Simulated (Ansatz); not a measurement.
Consider the formal exchange of groups at the Si–Ga bond: `[CH3][AlH][O][SiH2][GaH2]` + SiH₄ → `[CH3][AlH][O][SiH2][SiH3]` + `[GaH3]`.

Program: Ansatz. Geometries: PBE0-D4/def2-TZVP. ΔE: electronic, gas phase. CBS: MP2 limit from def2 TZ/QZ plus the TZ coupled-cluster correction, frozen cores. This one scheme is used for every species. Functionals use def2-TZVPP. For Ga outer-core shells are correlated without core-valence functions, which leaves a few kJ/mol of doubt a bond. Scalar relativity is left out up to krypton. Each species was taken in one conformer, which may not be the lowest.

```csv
level,ΔE (kJ/mol)
B2PLYP,16.3
SCS-MP2/def2-TZVPP,15.3
```

Q: What does CCSD(T)/CBS give? (Best estimate.)

A: The calculation gave: +14.4 kJ/mol. The listed levels differ from it by 1.9, 0.9 kJ/mol.

Largest T1 diagnostic among the species: 0.013.

The D4 term adds −4.5 kJ/mol with B3LYP and −2.7 kJ/mol with PBE0; it sums over pairs of atoms, weighted by their polarisabilities, and B3LYP, whose exchange is more repulsive, gets the larger term.

B3LYP here is the variant with VWN-RPA as its local correlation; programs differ in this.
